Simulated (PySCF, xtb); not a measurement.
AgF, SMILES [F][Ag], multiplicity 1.

Harmonic wavenumbers (cm⁻¹) from GFN2-xTB run with xtb at its own minimum, in rising order: 413.

Task: What does B3LYP-D3(BJ)/def2-TZVPD run with PySCF 2.14.0 give at its own minimum? (Estimate from the structure and the level; the computed values follow.)

Result: 486. Paired by order, the mean absolute difference is 72 cm⁻¹ and the zero-point energies are 0.6 and 0.7 kcal/mol.
